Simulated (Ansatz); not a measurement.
Harmonic frequencies (cm⁻¹) at PBE0-D4/def2-TZVP from Ansatz: 68, 78, 100, 110, 113, 251, 288, 385, 398.

(1) Which molecule is it?
A. `[F][SnH]([Br])[Br]`
B. `[NH2][SnH]([F])[Cl]`
C. `C#[C][Sn]([Cl])([Cl])[Cl]`
D. `[Cl][Sn]([Cl])([Br])[Br]`

## Answers

(1) D.
